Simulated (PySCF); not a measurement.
MI for M along the fifth-period p block

r²SCAN with triple-zeta basis sets in PySCF, for the lowest determinant that a PBE0 search found; no spin–orbit coupling. De refers to high-spin ground-configuration atoms. A positive dipole means M(−)I(+).

```json
{"M": "In", "basis": "x2c-TZVPPall", "state (unpaired electrons)": "singlet (closed shell)", "Re (Å)": "2.771", "ωe (cm⁻¹)": "177", "De (eV)": "3.73", "μ (D)": "-3.19"}
{"M": "Sn", "basis": "x2c-TZVPPall", "state (unpaired electrons)": "doublet (π ↑)", "Re (Å)": "2.724", "ωe (cm⁻¹)": "196", "De (eV)": "3.17", "μ (D)": "-2.01"}
{"M": "Sb", "basis": "def2-TZVPP", "state (unpaired electrons)": "triplet (π ↑↑)", "Re (Å)": "2.689", "ωe (cm⁻¹)": "208", "De (eV)": "2.46", "μ (D)": "-1.33"}
{"M": "Te", "basis": "x2c-TZVPPall", "state (unpaired electrons)": "doublet (π ↑)", "Re (Å)": "2.666", "ωe (cm⁻¹)": "217", "De (eV)": "2.23", "μ (D)": "-0.33"}
{"M": "I", "basis": "x2c-TZVPPall", "state (unpaired electrons)": "singlet (closed shell)", "Re (Å)": "2.682", "ωe (cm⁻¹)": "218", "De (eV)": "2.00", "μ (D)": "n/a"}
```

The shortest bond is that of TeI (2.666 Å), the longest that of InI (2.771 Å). InI is bound most strongly (3.73 eV) and I2 least (2.00 eV).

The rows differ in basis set, which adds steps of its own.

The state changes along the series, so neighbouring rows are not always alike in their bonding.

These are scalar-relativistic numbers at best; spin–orbit coupling would shift them, the dissociation energy most. States were picked by a PBE0 search and need not be the measured ground states.
